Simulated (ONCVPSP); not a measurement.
# What one change does to a pseudopotential (nickel, ONCV)

| Property | Result |
| --- | --- |
| Element | Ni (Z = 28) |
| Generator | ONCVPSP 4.0.1 |
| Type | optimised norm-conserving Vanderbilt (ONCV) |
| Functional | PBE |
| Relativity | scalar-relativistic |
| Frozen core | [Ne] |
| Valence charge | 18 |
| Reference configuration | 3s2 3p6 3d8 4s2 |
| Partial waves | 3s+4s: rc 1.45 bohr, ncon 4, nbas 7, qcut 7.9 1/bohr, 2 projectors; 3p: rc 1.10 bohr, ncon 4, nbas 7, qcut 12.8 1/bohr, 1 projector; 3d: rc 0.85 bohr, ncon 3, nbas 7, qcut 14.6 1/bohr, 2 projectors, debl 0.3 Ha; f scattering state at 0.19 Ha: rc 1.50 bohr, ncon 4, nbas 8, qcut 7.7 1/bohr, 3 projectors, debl 2.8 Ha |
| Local potential | polynomial inside 0.65 bohr (lpopt 5, dvloc0 3 Ha) |
| Core correction | Teter function, fcfact 1.5, rcfact 1.25 |

In the d channel the program set the typed energies aside and used -0.326, 0.250 Ha.

Change: s: qcut 9.6; p: qcut 15.6; d: qcut 17.8; f: qcut 9.4.

Cutoffs: the cutoffs (Ha) at which the residual kinetic energy of the hardest occupied pseudo-wave falls to 1 and 0.1 mHa per electron; they do not see the model core or the augmentation charge, which bear on the density cutoff. Errors are all-electron minus pseudo energies relative to the spin-unpolarised reference configuration.

Problem. What does the change do?

Solution. The potential gets neither clearly harder nor softer (96 Ha and 138 Ha → 119 Ha and 134 Ha); of the 4 tests that both files solve, the error grows in 0 and shrinks in 2 by more than 15 % and 0.3 meV (median size 0.8 → 0.6 meV); neither file shows a bound ghost.

```tsv
quantity	base	changed
cutoff, loose	96 Ha	119 Ha
cutoff, tight	138 Ha	134 Ha
loose cutoff by channel	s 15 Ha, p 43 Ha, d 96 Ha	s 15 Ha, p 40 Ha, d 119 Ha
bound ghosts	none	none
GHOST(+) flags under 300 eV	none	s at 292.4 eV
error for 3s2 3p6 3d8 4s1, meV [ΔE 9.32 eV]	-0.6	-0.5
error for 3s2 3p6 3d8 4s0, meV [ΔE 26.67 eV]	-0.9	-0.6
error for 3s2 3p6 3d7 4s0, meV [ΔE 64.14 eV]	-12	-7.6
error for 3s2 3p6 3d8 4s1.5, meV [ΔE 3.72 eV]	-0.3	-0.3
s: phases at 1.47 bohr within 0.05 rad from the reference energy up to (Ha; the scan ends near 5)	to the end of the scan	to the end of the scan
p: phases at 1.12 bohr within 0.05 rad from the reference energy up to (Ha; the scan ends near 5)	2.9	3.1
d: phases at 0.86 bohr within 0.05 rad from the reference energy up to (Ha; the scan ends near 5)	to the end of the scan	to the end of the scan
f: phases at 1.52 bohr within 0.05 rad from the reference energy up to (Ha; the scan ends near 5)	to the end of the scan	to the end of the scan
rms error of d²Exc/dni dnj with the model core, mHa	1.33	1.34
```
